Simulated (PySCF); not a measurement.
SMILES c1ccc(cc1)[SiH2]CC (C8H12Si) (GFN2-xTB optimised geometry):

```
21

C     -2.530    -1.320    -2.634
C     -1.768    -2.406    -1.880
Si    -1.445    -1.955    -0.055
C     -0.468    -0.339     0.000
C      0.924    -0.339     0.000
C      1.642     0.843    -0.002
C      0.976     2.058    -0.005
C     -0.409     2.079    -0.003
C     -1.119     0.892     0.000
H     -3.502    -1.146    -2.179
H     -2.688    -1.606    -3.673
H     -1.975    -0.384    -2.620
H     -2.330    -3.339    -1.933
H     -0.819    -2.588    -2.387
H     -0.667    -3.024     0.583
H     -2.722    -1.771     0.647
H      1.452    -1.282     0.003
H      2.722     0.820    -0.001
H      1.533     2.983    -0.007
H     -0.934     3.024    -0.005
H     -2.200     0.919     0.004
```

Computed with PBE/def2-SVP run with PySCF.

**Question.** What are the frontier orbital energies and the dipole moment?

**Answer.** HOMO-2 -6.99 eV, HOMO-1 -6.32 eV, HOMO -6.21 eV, LUMO -1.29 eV, LUMO+1 -1.04 eV; dipole moment 0.75 D.

Meta-Löwdin charges at PBE/def2-SVP: C1 -0.30, C2 -0.39, Si3 0.57, C4 -0.21, C5 -0.10, C6 -0.11, C7 -0.10, C8 -0.11, C9 -0.10, H10 0.10, H11 0.10, H12 0.10, H13 0.11, H14 0.11, H15 -0.10, H16 -0.10, H17 0.10, H18 0.11, H19 0.11, H20 0.11, H21 0.10.
